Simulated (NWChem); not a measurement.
Program: NWChem. System: C2H4N, charge 0, spin multiplicity 2, at a geometry optimised with UPBE0/def2-SVP. The structure started from a generated list of species. Its SCF solution wasn't tested for a lower state. Level: G0W0@UPBE0/def2-SVPD, RI basis def2-svpd-rifit.

The NWChem input:

```
start mol
memory heap 200 mb stack 700 mb global 1700 mb
geometry units angstroms nocenter noautoz
  C      1.138629     0.000000     0.152924
  N      0.000000     0.000000    -0.504873
  C     -1.138629     0.000000     0.152924
  H      1.187516     0.000000     1.257339
  H      2.078990     0.000000    -0.407827
  H     -2.078990     0.000000    -0.407827
  H     -1.187516     0.000000     1.257339
  symmetry group C2v
end
basis spherical
  * library def2-svpd
end
basis "ri basis" bse spherical
  * library def2-svpd-rifit
end
dft
  xc pbe0
  odft
  mult 2
  iterations 100
  direct
  tolerances tight
end
task dft energy
gw
  states alpha occ 4 vir 2
  states beta occ 4 vir 2
end
task dft gw
```

NWChem printed:

```
             Northwest Computational Chemistry Package (NWChem) 7.3.0
             --------------------------------------------------------

                                NWChem Input Module
                                -------------------

 Scaling coordinates for geometry "geometry" by  1.889725989
 (inverse scale =  0.529177249)

 Turning off AUTOSYM since
 SYMMETRY directive was detected!

                             Geometry "geometry" -> ""
                             -------------------------

 Output coordinates in angstroms (scale by  1.889725989 to convert to a.u.)

  No.       Tag          Charge          X              Y              Z
 ---- ---------------- ---------- -------------- -------------- --------------
    1 C                    6.0000     1.13862900     0.00000000     0.15292400
    2 N                    7.0000     0.00000000     0.00000000    -0.50487300
    3 C                    6.0000    -1.13862900     0.00000000     0.15292400
    4 H                    1.0000     1.18751600     0.00000000     1.25733900
    5 H                    1.0000     2.07899000     0.00000000    -0.40782700
    6 H                    1.0000    -2.07899000     0.00000000    -0.40782700
    7 H                    1.0000    -1.18751600     0.00000000     1.25733900

 Effective nuclear repulsion energy (a.u.)      66.3683953806

            Nuclear Dipole moment (a.u.)
            ----------------------------
        X                 Y               Z
 ---------------- ---------------- ----------------
     0.0000000000     0.0000000000     0.0000018897

      Symmetry information
      --------------------

 Group name             C2v
 Group number             16
 Group order               4
 No. of unique centers     4

      Symmetry unique atoms

     1    2    4    5


 Summary of "ao basis" -> "" (spherical)
 ------------------------------------------------------------------------------
       Tag                 Description            Shells   Functions and Types
 ---------------- ------------------------------  ------  ---------------------
 *                         def2-svpd                  on all atoms
[...]
     2   2 0 0    -11.595836    -57.264798    -50.830122     96.499083
     2   1 1 0      0.000000      0.000000      0.000000      0.000000
     2   1 0 1     -0.000000     -0.000000     -0.000000      0.000000
     2   0 2 0    -14.991209     -8.676086     -6.315123      0.000000
     2   0 1 1     -0.000000     -0.000000      0.000000      0.000000
     2   0 0 2    -14.689470    -17.519447    -17.022836     19.852813

 Task  times  cpu:        6.3s     wall:        6.3s

                                NWChem Input Module
                                -------------------

                                 NWChem GW Module
                                 ----------------

                             ***********************
                             ***        GW       ***
                             ***********************

 Summary of "ri basis" -> "ri basis" (spherical)
 ------------------------------------------------------------------------------
       Tag                 Description            Shells   Functions and Types
 ---------------- ------------------------------  ------  ---------------------
 C                      def2-svpd-rifit             20       64   7s6p5d2f
 N                      def2-svpd-rifit             20       64   7s6p5d2f
 H                      def2-svpd-rifit              9       23   4s3p2d

                 Memory Information
                 ------------------
          Available GA per process is          1699.9 MBs
          Available stack per process is        700.0 MBs
          Available heap per process is           0.0 MBs

          Peak memory in Initialization
              Peak GA per process is                  6.1 MBs
              Peak stack per process is               0.1 MBs
              Peak heap per process is                6.2 MBs
              Memory not in MA per process            0.0 MBs

          Peak memory in AFF Calculation
              Peak GA per process is                 35.4 MBs
              Peak stack per process is              26.1 MBs
              Peak heap per process is                0.0 MBs
              Memory not in MA per process           26.1 MBs

          Computing 2-center integrals
          Computing Inverse Cholesky factor
          Computing 3-center integrals
          Computing V_xc ...

          Computing Sigma_x
          Computing RPA polarizability
          Solving quasiparticle equations

                  Alpha Orbitals
          State     Energy (eV)     Error (eV)
          -----------------------------------
@GW         9        -13.701           0.002
@GW        10        -12.342           0.003
@GW        11         -9.485           0.004
@GW        12         -8.090           0.004
@GW        13          2.476           0.002
@GW        14          2.333           0.003

                   Beta Orbitals
          State     Energy (eV)     Error (eV)
          -----------------------------------
@GW         8        -15.752           0.002
@GW         9        -13.544           0.002
@GW        10        -12.156           0.004
@GW        11         -9.596           0.004
@GW        12          0.041           0.005
@GW        13          2.769           0.004

   Applying  -1.7257 eV scissor-shift to rest of particle states

   Applying   2.4685 eV scissor-shift to rest of hole states

   Applying  -2.0291 eV scissor-shift to rest of particle states

   Applying   2.3160 eV scissor-shift to rest of hole states

     GW Timing Statistics
   ------------------------
   Init.   :          0.1s
     ERIs  :          1.0s
     Distr.:          0.0s
     Vxc   :          0.7s
   Sigma_x :          0.0s
   RPA     :          2.3s
   Wmn     :          0.1s
   Sigma_c :          0.0s
   GW total:          4.2s

 Task  times  cpu:        4.2s     wall:        4.2s

 Total times  cpu:       10.5s     wall:       10.5s
```
